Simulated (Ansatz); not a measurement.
B6N7H20⁺, a cluster cut from zinc blende BN (hydrogen-capped) was relaxed with r2SCAN-D4 (def2-SVP) in Ansatz in these states: charge +1 singlet, charge +2 doublet. The geometries follow in no particular order.

A:

```csv
atom,x (Å),y (Å),z (Å)
N1,-1.101,1.060,1.815
N2,1.508,0.307,-2.399
N3,-1.708,-0.164,-0.289
N4,0.388,1.292,-0.282
N5,1.176,0.014,1.835
N6,0.648,-1.136,-0.431
N7,-0.829,-1.480,1.658
B8,0.464,1.328,-1.849
B9,-1.114,1.207,0.229
B10,-0.289,-0.177,2.377
B11,0.713,-0.965,-1.987
B12,-0.833,-1.431,0.065
B13,1.293,0.124,0.259
H14,-2.068,1.040,2.164
H15,-0.748,1.924,2.246
H16,2.456,0.388,-2.019
H17,1.580,0.378,-3.419
H18,-2.672,-0.288,0.044
H19,-1.831,-0.113,-1.306
H20,0.762,2.200,0.020
H21,1.612,0.837,2.269
H22,1.782,-0.745,2.172
H23,1.209,-1.974,-0.234
H24,-1.774,-1.706,1.995
H25,-0.297,-2.296,1.985
H26,-0.637,1.120,-2.412
H27,0.589,2.454,-2.361
H28,-1.770,2.158,-0.121
H29,-0.342,-0.257,3.579
H30,-0.412,-0.943,-2.544
H31,1.057,-1.972,-2.635
H32,-1.277,-2.450,-0.407
H33,2.465,0.266,-0.018
```

B:

```tsv
atom	x (Å)	y (Å)	z (Å)
N1	0.6369	2.2179	0.5292
N2	0.9404	-2.3722	-0.8127
N3	0.4869	0.6494	-1.4551
N4	1.1140	-0.2852	0.7949
N5	-0.9925	0.7947	1.7992
N6	-1.1093	-0.8288	-0.1914
N7	-1.6135	1.6674	-0.4695
B8	1.8374	-1.6555	0.2969
B9	1.3283	0.9241	-0.1382
B10	-0.8919	2.0548	0.8776
B11	-0.6527	-2.2646	-0.8071
B12	-1.0476	0.3429	-1.1924
B13	-0.3749	-0.5651	1.1566
H14	0.7872	3.0444	-0.0592
H15	1.1620	2.4570	1.3773
H16	1.1272	-3.3702	-0.6834
H17	1.3125	-2.1976	-1.7483
H18	0.6058	1.4033	-2.1384
H19	0.8971	-0.1570	-1.9345
H20	1.6488	-0.1321	1.6547
H21	-0.5400	0.9692	2.7026
H22	-1.9661	0.6204	2.0700
H23	-2.0924	-1.0466	-0.0049
H24	-1.6084	2.4584	-1.1223
H25	-2.6161	1.5331	-0.2993
H26	2.9171	-1.3625	-0.1868
H27	1.9077	-2.3840	1.2663
H28	2.4873	1.1764	-0.3836
H29	-1.3589	3.0572	1.3772
H30	-1.0646	-2.3369	-1.9519
H31	-1.0948	-3.1181	-0.0644
H32	-1.6579	0.1624	-2.2230
H33	-0.5151	-1.4565	1.9639
```

Q: Judge from the bond lengths which geometry belongs to which state (an estimate).

A: A is the charge +2 doublet (N6–B11 1.567 Å, N4–B8 1.569 Å, N6–B12 1.590 Å); B is the charge +1 singlet (N6–B11 1.628 Å, N4–B8 1.628 Å, N6–B12 1.542 Å).
